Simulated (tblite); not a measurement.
Species: C7H10Cl (doublet state).
Numbering: `[Cl:1][C:2]1[CH2:3][C:4]12[CH2:5][CH2:6][CH2:7][CH2:8]2` (hydrogens: H9, H10 on C3; H11, H12 on C5; H13, H14 on C6; H15, H16 on C7; H17, H18 on C8)

Geometry (GFN2-xTB, Å), atoms numbered from 1 in this order:
```
atom  x, y, z in Å
Cl1    2.0314    1.6829    2.0828
C2     1.6280    1.2668    0.4882
C3     2.1250    0.1158   -0.2798
C4     0.6334    0.2885    0.0276
C5    -0.3293    0.6024   -1.1141
C6    -1.6979    0.1900   -0.5735
C7    -1.3773   -1.0274    0.2898
C8    -0.0933   -0.6211    1.0126
H9     2.6923   -0.6609    0.2208
H10    2.4330    0.2802   -1.3033
H11   -0.0740   -0.0034   -1.9863
H12   -0.2862    1.6511   -1.4027
H13   -2.1092    0.9863    0.0480
H14   -2.4095   -0.0324   -1.3671
H15   -1.1868   -1.8908   -0.3496
H16   -2.1814   -1.2783    0.9799
H17   -0.3298   -0.0669    1.9239
H18    0.5229   -1.4765    1.2912
```

Calculated harmonic vibrations of the isolated species, GFN2-xTB (tblite), most abundant isotopes, no scaling. This tight-binding method is rough: wavenumbers can miss measured ones by several per cent, in bad cases by 10 to 20. One conformer, not necessarily the lowest. Open shells enter through the occupations alone, without spin polarisation, and single modes of such species can be off by tens of per cent.

Harmonic wavenumbers (cm⁻¹): 50.1, 114.1, 175.2, 248.8, 329.0, 355.0, 426.4, 507.6, 564.6, 642.0, 749.7, 855.1, 862.9, 886.1, 903.1, 954.4, 976.7, 1000.7, 1026.4, 1030.6, 1056.3, 1089.2, 1110.2, 1152.0, 1162.1, 1194.3, 1216.1, 1225.0, 1288.9, 1300.3, 1310.8, 1320.5, 1393.1, 1457.6, 1473.8, 1477.1, 1486.0, 1499.4, 2963.0, 2965.4, 2982.9, 2991.0, 2997.9, 3008.9, 3013.0, 3015.2, 3021.1, 3056.4.

A = 3469, B = 1076, C = 992.6 MHz; mass 129.047 u (most abundant isotopes); point group C1, symmetry number 1; spin multiplicity 2.

Q: Zero-point energy?

A: ½Σν̃ = 32943 cm⁻¹ = 394.09 kJ/mol.

Q: Entropy at 298.15 K, 1 bar (ideal gas, RRHO, classical rotation)?

A: Translation 169.47, rotation 120.72, vibration 79.05, spin (R ln 2) 5.76: S = 375.0 J/(mol K).

Q: And Cp and H(298.15 K) − H(0)?

A: Cp = 130.52 J/(mol K), of which vibrations give 97.26 (their classical limit is 48 R = 399.1); H(298.15 K) − H(0) = 22.93 kJ/mol without the zero-point energy, 13.02 from vibrations.

Q: How do the functions run with temperature in this model?

A: 
```json
{"T (K)": "50", "S (J/(mol K))": "244.3", "Cp (J/(mol K))": "45.7", "H − H(0) (kJ/mol)": "1.92", "G − H(0) (kJ/mol)": "-10.30", "ln q(vib)": "0.32"}
{"T (K)": "100", "S (J/(mol K))": "280.5", "Cp (J/(mol K))": "60.3", "H − H(0) (kJ/mol)": "4.57", "G − H(0) (kJ/mol)": "-23.48", "ln q(vib)": "1.01"}
{"T (K)": "373.15", "S (J/(mol K))": "407.8", "Cp (J/(mol K))": "162.6", "H − H(0) (kJ/mol)": "33.93", "G − H(0) (kJ/mol)": "-118.23", "ln q(vib)": "5.62"}
{"T (K)": "500", "S (J/(mol K))": "462.4", "Cp (J/(mol K))": "211.0", "H − H(0) (kJ/mol)": "57.74", "G − H(0) (kJ/mol)": "-173.44", "ln q(vib)": "8.06"}
{"T (K)": "750", "S (J/(mol K))": "561.7", "Cp (J/(mol K))": "277.9", "H − H(0) (kJ/mol)": "119.53", "G − H(0) (kJ/mol)": "-301.71", "ln q(vib)": "13.10"}
{"T (K)": "1000", "S (J/(mol K))": "647.8", "Cp (J/(mol K))": "320.4", "H − H(0) (kJ/mol)": "194.69", "G − H(0) (kJ/mol)": "-453.16", "ln q(vib)": "18.07"}
```

q(vib) and H(0) count from the zero-point level.

Q: Blend soft modes into free rotors: weight 1/[1 + (100 cm⁻¹/ν̃)⁴] for the oscillator and the rest for a rotor with moment μB/(μ + B), μ = h/(8π²ν), B = 10⁻⁴⁴ kg m². What vibrational entropy results?

A: 73.34 J/(mol K) in place of 79.05, which changes −T·S at 298.15 K by +1.70 kJ/mol.

Q: Which modes carry the vibrational entropy at 298.15 K?

A: 50.1 cm⁻¹: 20.14; 114.1 cm⁻¹: 13.38; 175.2 cm⁻¹: 9.95; 248.8 cm⁻¹: 7.28; 329.0 cm⁻¹: 5.29; 355.0 cm⁻¹: 4.79 J/(mol K); the other 42 give 18.22 together.

Q: What must be added to the electronic energy to get the Gibbs energy at 298.15 K and 1 bar?

A: ZPE + [H(298.15 K) − H(0)] − T·S = 394.09 + 22.93 − 111.81 = 305.21 kJ/mol.

Hindered rotation and anharmonicity are outside this model. Other conformers, if any are populated, would add a mixing term that is left out. The structure is chiral; the term R ln 2 for an equal mix with its mirror image is left out.

Time: 0.52 s wall. Hardware: an Arm Neoverse V2 with one thread, no GPU (shared host). The figure is for the frequency step alone.
